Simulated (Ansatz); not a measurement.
Species: ethoxy(difluoro)borane, C$_{2}$H$_{5}$BF$_{2}$O, net charge 0, singlet state. SMILES: CCOB(F)F
Geometry from a B3LYP-D3(BJ)/def2-TZVP (Ansatz, a program for electronic structure) optimisation:
```xyz
11

C     -2.1692    -0.4595     0.6482
C     -0.9372    -1.1809     0.1432
O      0.2590    -0.5035     0.5666
B      0.8685     0.4175    -0.1909
F      1.9553     1.0256     0.2649
F      0.4328     0.7602    -1.4053
H     -2.2434     0.5374     0.2107
H     -3.0665    -1.0184     0.3753
H     -2.1395    -0.3622     1.7340
H     -0.8720    -2.1847     0.5621
H     -0.9482    -1.2614    -0.9453
```
Charge 0, spin multiplicity 1.

Quantity: vertical ionisation energy (to the doublet state of charge +1; each state is the SCF solution reached for its spin), in eV. Correlated levels leave the core frozen unless marked. UHF or UKS for open shells. No spin-orbit coupling. No relativistic terms. Basis-set limits of correlation are two-point, X^-3; Hartree-Fock from the larger set. The bracket is a focal-point correction in the basis named.

| level | program | vertical ionisation energy (eV) |
|---|---|---|
| HF/aug-cc-pVQZ | Ansatz | 10.94 |
| PBE/def2-TZVPD | Ansatz | 11.26 |
| BHLYP/def2-TZVPD | Ansatz | 11.80 |
| wB97X-V/def2-TZVPD | Ansatz | 11.80 |
| B2PLYP/def2-TZVPD | Ansatz | 11.78 |
| RI-MP2/aug-cc-pVTZ | Ansatz | 12.47 |
| RI-MP2/aug-cc-pVQZ | Ansatz | 12.54 |
| SCS-MP2/aug-cc-pVDZ | Ansatz | 12.26 |
| CCSD(T)/aug-cc-pVTZ | Ansatz | 11.98 |
| RI-MP2/CBS(aug-cc-pVTZ,aug-cc-pVQZ)+[CCSD(T)-MP2]/aug-cc-pVTZ | Ansatz | 12.10 |
